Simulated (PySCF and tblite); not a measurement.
Values are calculated unless marked as measured or tabulated.
Molecule: C6H9N, numbered as in [NH2:1][CH2:2][C:3]1=[CH:4][C:5]12[CH2:6][CH2:7]2; H named by carrier, a and b as here (out-of-plane angle 26°, Å):

```
N1      -2.940   -0.005   -0.398
C2      -1.682   -0.687   -0.224
C3      -0.503    0.193   -0.071
C4       0.018    1.397   -0.007
C5       0.966    0.266    0.127
C6       2.216   -0.243   -0.472
C7       2.013   -0.234    1.042
H1a     -3.259    0.515    0.403
H1b     -3.035    0.504   -1.262
H2a     -1.759   -1.329    0.662
H2b     -1.522   -1.341   -1.090
H4      -0.096    2.453   -0.028
H6a      2.926    0.457   -0.890
H6b      2.212   -1.201   -0.972
H7a      2.588    0.471    1.625
H7b      1.874   -1.187    1.534
```

The mean out-of-plane torsion at N1 (0° is planar) is held and the rest relaxed at GFN2-xTB. Energies: PBE0/pcSseg-1 + D3(BJ), IEF-PCM tetrahydrofuran. Couplings: B3LYP/6-31G* with H pcJ-1 N pcJ-1, gas phase, for ¹H, ¹⁵N. (tblite 0.8, PySCF 2.14.)

One held structure gave ¹J(N1,H1b) = -54.5, ¹J(N1,H1a) = -54.5, ²J(H1a,H1b) = -15.6, ³J(H1b,H2a) = 15.7, ³J(H1a,H2b) = 15.7, ³J(H1b,H2b) = 2.8, ³J(H1a,H2a) = 2.7, ²J(N1,H2b) = -3.5 Hz.

(1) At which out-of-plane angle was it held?
A. 44°
B. -44°
C. 0°
D. -26°
E. 26°

Answers

(1) A. It lies 0.82 kcal/mol above the lowest point.
